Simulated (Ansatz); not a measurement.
Gas-phase electronic energies from Ansatz, PBE0-D4/def2-TZVP geometries. CBS: MP2 limit from def2 TZ/QZ plus the TZ coupled-cluster correction, frozen cores. This one scheme is used for every species. Functionals use def2-TZVPP. Elements past krypton have def2 core potentials. For Br, Zr outer-core shells are correlated without core-valence functions, which leaves a few kJ/mol of doubt a bond. Scalar relativity is left out up to krypton. Each species was taken in one conformer, which may not be the lowest.

Reaction (ligand exchange at a Zr–O bond): `[OH][Zr]([F])([F])[Br]` + HBr → `[F][Zr]([F])([Br])[Br]` + H₂O

`[OH][Zr]([F])([F])[Br]`:

```xyz
6

O    -0.852    0.989    0.641
Zr    0.307   -0.315   -0.083
F     2.102    0.221    0.201
F     0.019   -1.965    0.804
Br   -0.127   -0.581   -2.543
H    -1.449    1.651    0.980
```

HBr:

Cartesian coordinates in Å:
```
Br 0.267 0.635 -0.174
H -0.267 -0.635 0.174
```

`[F][Zr]([F])([Br])[Br]`:

```xyz
5

F    -1.830    0.603   -0.350
Zr   -0.082   -0.040   -0.092
F     0.271   -1.357   -1.386
Br    1.534    1.830   -0.349
Br    0.107   -1.036    2.177
```

H₂O:

```xyz
3

O    -0.321    0.208   -0.073
H     0.070    0.019    0.783
H     0.251   -0.227   -0.709
```

```csv
level,ΔE (kcal/mol)
BLYP-D4,-3.9
ωB97X-V,-3.3
```

What does CCSD(T)/CBS give? (Best estimate.)

Computed: -6.1 kcal/mol. The listed levels differ from it by 2.2, 2.8 kcal/mol.

Largest T1 diagnostic among the species: 0.015.

From BLYP to BHLYP (50 % exact exchange), in def2-TZVPP and without D4, ΔE moves by −0.9 kcal/mol. At CCSD(T), def2-SVP lies +6.8 kcal/mol from the extrapolated value and def2-TZVPP +0.9 kcal/mol.
